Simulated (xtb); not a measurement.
OY (SMILES [O]=[Y]), doublet, from a rough starting geometry (GFN-xTB shapes and energies of metal compounds can be far from the true ones).

Here is a job for xtb.
```
$ xtb mol.xyz --gfn 2 --uhf 1 --opt vtight --json

# file mol.xyz
2

Y      0.04113402    -0.04977782    -0.93340435
O     -0.03201118     0.07209435     0.94200878
```

**Question.** What does this run give for the dipole moment, total energy at the end of the optimisation?

**Answer.** 
The dipole moment is 5.59 D and the total energy at the end of the optimisation is -10.431843 Ry.
